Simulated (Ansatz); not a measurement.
Consider the ligand exchange at a Ga–Cl bond: `[Cl][Ga]([Cl])[Cl]` + `CC(C)N` → `CC(C)[NH][Ga]([Cl])[Cl]` + HCl.

Program: Ansatz. Geometries: PBE0-D4/def2-TZVP. ΔE: electronic, gas phase. CCSD(T)/CBS is the MP2 limit (def2-TZVPP, def2-QZVPP) plus CCSD(T) − MP2 in def2-TZVPP, frozen cores. This one scheme is used for every species. Functionals use def2-TZVPP. For Ga outer-core shells are correlated without core-valence functions, which leaves a few kJ/mol of doubt a bond. Scalar relativity is left out up to krypton. One conformer a species, not always the lowest.

`[Cl][Ga]([Cl])[Cl]`:

Cartesian coordinates in Å:
```
Cl 0.236 0.372 -2.065
Ga 0.000 0.000 0.000
Cl -0.969 1.421 1.225
Cl 0.733 -1.793 0.840
```

`CC(C)N`:

Z-matrix (Å, degrees):
```
C
C 1 1.517
H 1 1.094 2 111.2
H 1 1.093 2 110.1 3 119.6
H 1 1.092 2 111.0 3 -119.9
C 2 1.517 1 111.4 3 179.9
N 2 1.458 1 108.8 3 -60.1
H 2 1.104 1 107.8 3 61.7
H 6 1.094 2 111.2 1 -179.8
H 6 1.092 2 111.0 1 -59.9
H 6 1.093 2 110.1 1 60.5
H 7 1.013 2 110.6 1 60.0
H 7 1.013 2 110.6 1 178.4
```

`CC(C)[NH][Ga]([Cl])[Cl]`:

```xyz
15

C     0.203    1.597   -0.628
C     0.393    0.212   -0.028
C     1.051    0.286    1.342
N    -0.870   -0.506    0.039
Ga   -1.291   -2.032   -0.798
Cl    0.138   -2.988   -2.052
Cl   -3.209   -2.918   -0.563
H    -0.239    1.531   -1.624
H    -0.464    2.198    0.000
H     1.155    2.127   -0.705
H     1.049   -0.361   -0.692
H     1.214   -0.714    1.748
H     2.014    0.800    1.288
H     0.417    0.838    2.043
H    -1.562   -0.069    0.629
```

HCl:

```xyz
2

Cl    0.285   -0.540   -0.190
H    -0.285    0.540    0.190
```

CCSD(T)/CBS gives +53.2 kJ/mol.

Another level gave +62.6 kJ/mol. Which?
A. B2PLYP/def2-TZVPP
B. CCSD(T)/def2-TZVPP
C. HF/def2-TZVPP
D. B97M-V/def2-TZVPP

A. B2PLYP 62.6, B97M-V 69.1, CCSD(T)/def2-TZVPP 53.8, HF/def2-TZVPP 81.5 kJ/mol.

What do rigid-rotor, harmonic-oscillator terms from PBE0-D4/def2-TZVP frequencies (298.15 K, 1 bar) make of the CCSD(T)/CBS value? (Best estimate.)

Ansatz gave: ΔZPE = -12.8 kJ/mol, ΔH = +44.5 kJ/mol, ΔS = 3 J/(mol·K), ΔG = +43.6 kJ/mol. Modes under 50 cm⁻¹ make the entropy rough.

Largest T1 diagnostic among the species: 0.011.

From BLYP to BHLYP (50 % exact exchange), in def2-TZVPP and without D4, ΔE moves by +5.5 kJ/mol. In def2-TZVPP, CCSD(T) changes the Hartree–Fock value by −27.7 kJ/mol (the triples alone add −2.8 kJ/mol) and MP2 by −28.7 kJ/mol.
